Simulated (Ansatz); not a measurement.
Ansatz (an electronic-structure program) input (wB97X-V/def2-TZVPD):

Ansatz 0.2 input:
```yaml
crystal:
  periodic: [false, false, false]
  atoms:
    - {symbol: C, position_ang: [1.58127501, -0.59400284, -0.55015376]}
    - {symbol: C, position_ang: [0.84204229, 0.27288941, 0.17360442]}
    - {symbol: C, position_ang: [-0.57247051, 0.59247619, -0.21688990]}
    - {symbol: O, position_ang: [-1.52558098, -0.31873362, 0.40883161]}
    - {symbol: H, position_ang: [2.55341308, -0.76711291, -0.03601969]}
    - {symbol: H, position_ang: [1.14172926, 0.73889377, 1.13210057]}
    - {symbol: H, position_ang: [-0.66889557, 0.50859802, -1.30628459]}
    - {symbol: H, position_ang: [-0.89138258, 1.59414008, 0.09864707]}
    - {symbol: H, position_ang: [-1.03529703, -1.15282642, 0.40153930]}
basis:
  gaussian:
    orbitals: def2-TZVPD
hamiltonian:
  xc: {name: wB97X-V}
total_charge: -1
output: {forces: true}
```

End of the output:

```
integrals: 0.11 GiB planned
961 factors; their error is unknown
integrals: 0.15 GiB planned
373 factors; integrals over basis functions are off by at most 1.6e-5 eV
mean field: 1.23 GiB planned
mean field evaluation 1: about -5234.9913 eV, gradient 3.2e1 eV
mean field evaluation 2: about -5235.9426 eV, gradient 2.7e1 eV
mean field evaluation 4: about -5237.7692 eV, gradient 1.7e0 eV
mean field evaluation 8: about -5237.7828 eV, gradient 6.4e-2 eV
mean field evaluation 16: about -5237.7628 eV, gradient 4.5e-4 eV
mean field -5237.76278399 eV, -192.4842320286 hartree, gradient 3.9e-5 eV, S^2 0.000000; 0 other end points of the search recorded, 0 dependent functions left out
the calculation of the forces begins
reference -5237.76278138 eV, -192.4842319326 hartree; 16, 16 occupied and 180, 180 virtual orbitals, 961 factors
Total energy: -5237.76278138 eV, -192.4842319326 hartree
Atom 0 at     1.581275    -0.594003    -0.550154 Å, force     0.045890    -0.037778     0.010681 eV/Å
Atom 1 at     0.842042     0.272889     0.173604 Å, force    -0.031373    -0.007434     0.068829 eV/Å
Atom 2 at    -0.572471     0.592476    -0.216890 Å, force    -0.185424    -0.058302     0.038633 eV/Å
Atom 3 at    -1.525581    -0.318734     0.408832 Å, force     0.211460     0.032491    -0.091411 eV/Å
Atom 4 at     2.553413    -0.767113    -0.036020 Å, force    -0.016523     0.036745    -0.005893 eV/Å
Atom 5 at     1.141729     0.738894     1.132101 Å, force     0.067955    -0.041608    -0.009095 eV/Å
Atom 6 at    -0.668896     0.508598    -1.306285 Å, force    -0.014819    -0.017066    -0.036854 eV/Å
Atom 7 at    -0.891383     1.594140     0.098647 Å, force    -0.016350     0.048635     0.009947 eV/Å
Atom 8 at    -1.035297    -1.152826     0.401539 Å, force    -0.060817     0.044317     0.015163 eV/Å
Dipole moment:    -0.624630     0.414738     0.485187 e Å
```

It need not be the lowest isomer of its formula. Whether it binds its extra electron was not tested at this geometry.
